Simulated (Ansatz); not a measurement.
Molecule: SeCl, charge 1, multiplicity 1. This is an excited singlet: at this geometry the triplet lies 1.04 eV lower at CCSD(T)/CBS(def2-TZVPPD,def2-QZVPPD). SMILES: Cl[Se+]
Geometry from a B3LYP-D3(BJ)/def2-TZVP (Ansatz, a first-principles code) optimisation:
```
Se
Cl 1 2.0423
```
Charge +1, spin multiplicity 1.

Problem. Give the harmonic wavenumbers at B3LYP-D3(BJ)/def2-TZVP (Ansatz, finite differences of forces, unscaled).

Solution. 520 cm⁻¹. Zero-point energy 0.7 kcal/mol.

Problem. From these and the geometry, give the ideal-gas thermochemistry at 298.15 K and 1 atm (rigid rotor, harmonic oscillator).

Solution. Point group C∞v, rotational symmetry number 1. Rotational constants 4.952, 4.952 GHz. S(trans) 40.12, S(rot) 16.16, S(vib) 0.61, S(elec, spin only) 0.00, S 56.9 cal/(mol K). H(298) - H(0) 2.21 kcal/mol; G - E(el) -14.0 kcal/mol.
